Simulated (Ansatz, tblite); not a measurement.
Cost and result up the ladder for Ta2Te4 (6 atoms). Total charge 0; singlet. Geometry: r2SCAN-D4/def2-SVP.

```tsv
atom	x (Å)	y (Å)	z (Å)
Ta1	-1.318	0.633	-1.492
Ta2	0.039	-0.094	0.420
Te3	-1.189	2.448	0.398
Te4	2.680	0.594	0.794
Te5	2.010	-2.010	0.269
Te6	-2.222	-1.571	-0.390
```

Ansatz on 4 threads of Arm Neoverse V1 on a shared host; xTB runs through tblite on one thread. Times are rough, summed over both states, and most runs start from the orbitals of an earlier one. PBE0-D4/def2-TZVP serves as the yardstick here, not as an exact answer. The other state is a doublet.

In the def2 sets Ta, Te take a core potential; there is no spin–orbit coupling. The xTB rows come from tblite. HOMO above LUMO, or a gap near zero within one spin, warns that the state may not be the lowest or that an electron is smeared out. At PBE0-D4/def2-TZVP a triplet of charge 0 lies 0.24 eV below the restricted singlet, each at its own geometry. The structure comes from a short search, and lower isomers may exist.

Raw xTB energies of ions are shifted by several eV.

```csv
level,functions,vertical IE (eV),difference from PBE0-D4/def2-TZVP (eV),remarks
PBE-D4/def2-TZVP,280,6.82,-0.03,gap within one spin near zero (+1 doublet)
GFN1-xTB,54,12.47,5.62,–
GFN2-xTB,54,11.61,4.75,–
PBE0-D4/def2-TZVP (with forces),280,6.86,0.00,–
```

Task: Estimate how long each takes.

Result: GFN1-xTB 0.02 s; GFN2-xTB 0.04 s; PBE-D4/def2-TZVP 56 s; PBE0-D4/def2-TZVP (with forces) 1.9 min. On shared hardware such times vary by a factor of up to 3.
